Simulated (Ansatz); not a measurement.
C$_{3}$H$_{8}$BF (`BC(F)CC`). Charge 0, multiplicity 1. The geometry is a stationary point of PBE0-D4/def2-TZVP. It is one conformer, not always the lowest.

```xyz
13

B     1.400   -0.119   -1.171
C    -0.038    0.424   -0.945
F    -0.263    1.634   -1.609
C    -0.471    0.594    0.511
C    -0.619   -0.720    1.258
H     2.173    0.460   -1.872
H     1.716   -1.149   -0.653
H    -0.719   -0.316   -1.407
H     0.237    1.249    1.028
H    -1.427    1.125    0.494
H    -1.334   -1.380    0.759
H     0.328   -1.257    1.335
H    -0.985   -0.544    2.271
```

(1) What is the dipole moment at PBE/def2-TZVPP? (Best estimate.)

(2) And with r2SCAN, B3LYP, ωB97M-V? (Best estimate.)

(3) Give the Mulliken charges with PBE, B3LYP, r2SCAN in def2-TZVPP. (Estimate.)

Answers

(1) Ansatz gave: 1.82 D, with components (-0.29, -1.32, 1.22) D in this frame, pointing from negative to positive charge.

(2) The calculation gave: r2SCAN 1.89 D, B3LYP 1.92 D, ωB97M-V 1.91 D.

(3) The calculation gave: 
```tsv
atom	PBE	B3LYP	r2SCAN
B1	-0.12	-0.13	-0.05
C2	0.18	0.21	0.21
F3	-0.21	-0.26	-0.26
C4	-0.10	-0.10	-0.01
C5	-0.26	-0.25	-0.16
H6	0.04	0.06	0.02
H7	0.03	0.04	0.01
H8	0.05	0.05	0.02
H9	0.07	0.06	0.03
H10	0.08	0.08	0.04
H11	0.07	0.07	0.04
H12	0.08	0.08	0.05
H13	0.09	0.09	0.05
```

B3LYP here is the variant with VWN-RPA as its local correlation; programs differ in this.
